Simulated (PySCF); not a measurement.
# Ionisation energy of Cd(35+) by level of theory

Cd(35+) [Ne] 3s2 3p1 [3p1/2^1, M_J = 1/2] → Cd(36+) [Ne] 3s2, as a difference of total energies. Calculation: PySCF 2.14, in an even-tempered Gaussian basis (19 s from 6.6 bohr⁻², ratio 2.4; 13 p from 8.6 bohr⁻², ratio 2.4; 4 d from 30 bohr⁻², ratio 2.6; 4 f from 44 bohr⁻², ratio 2.6); the two-component X2C-1e Hamiltonian. Correlated levels: 1s2 frozen; the 50 highest virtual spinors dropped. "Screened" scales the spin-orbit matrix elements by Boettger's factors to mimic the two-electron term; Breit and QED terms are absent.

```
                    method  ionisation energy (eV)
           GHF (spin-free)                  2239.3
          GMP2 (spin-free)                  2239.7
 GHF (screened spin-orbit)                  2272.8
GMP2 (screened spin-orbit)                  2273.1
```

Breit and QED terms and the two-electron picture change are absent.

The spin-free rows lack the spin-orbit shift.

For comparison: 2250 ± 10 eV (semi-empirical (NIST evaluation); NIST Atomic Spectra Database, ionization energies).
